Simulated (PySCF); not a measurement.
Species: C3H8FNSi.
Structure used (PBE0-D3(BJ)/def2-SVP), in Å, numbered top down from 1:
```xyz
14
C3H8FNSi angstrom
C      2.859   -0.248   -0.105
C      1.682    0.374   -0.122
F      1.459    1.351   -1.030
Si     0.212    0.077    1.023
N     -1.171    0.047   -0.007
C     -2.526   -0.205    0.416
H      3.656    0.023   -0.803
H      3.040   -1.048    0.616
H      0.197    1.150    2.075
H      0.395   -1.228    1.729
H     -1.090    0.586   -0.864
H     -2.530   -0.902    1.270
H     -3.076    0.701    0.737
H     -3.113   -0.687   -0.383
```

Jobs on this species (14 atoms, 56 electrons) with PySCF (density fitting). Hardware of each: one thread of an Arm Neoverse V2, on a shared host. The host was shared with other jobs, so the times are rough. Peak memory is the resident size of the whole Python process, interpreter and libraries included.

| level and settings | work | basis functions | SCF cycles | wall time | peak memory |
| --- | --- | --- | --- | --- | --- |
| BP86/pcSseg-1 | shieldings | 149 | ? | ? | ? |
| HF/pcSseg-1 | shieldings | 149 | ? | ? | ? |
| PBE0/aug-cc-pVDZ | shieldings, charges and field gradients | 214 | 14 | 25 s | 0.98 GiB |
| PBE0/6-31G | shieldings, charges and field gradients | 74 | 14 | 6.4 s | 0.48 GiB |
| PBE0/cc-pVTZ | shieldings, charges and field gradients | 296 | 14 | 40 s | 1.1 GiB |
| PBE0/def2-TZVP | shieldings, charges and field gradients | 240 | 14 | 29 s | 0.91 GiB |
| PBE0-D3(BJ)/def2-SVP, grid level 1 | geometry optimisation from a GFN2-xTB start shaken at random | 128 | 48 | 40 s | 0.49 GiB |
| mPW1PW91/pcSseg-1 | shieldings | 149 | 14 | 12 s | 0.81 GiB |
| WP04/pcSseg-1 | shieldings | 149 | 15 | 12 s | 0.86 GiB |

Task: Fill in the missing figures.

Result: 
- BP86/pcSseg-1; shieldings: 17 s, 0.79 GiB, 15 SCF cycles
- HF/pcSseg-1; shieldings: 5.8 s, 0.82 GiB, 11 SCF cycles

Task: What do all jobs in the table cost together?

Result: About 3.1 min; the longest takes about 21 % of that, and about 6.9 times as long as the shortest.
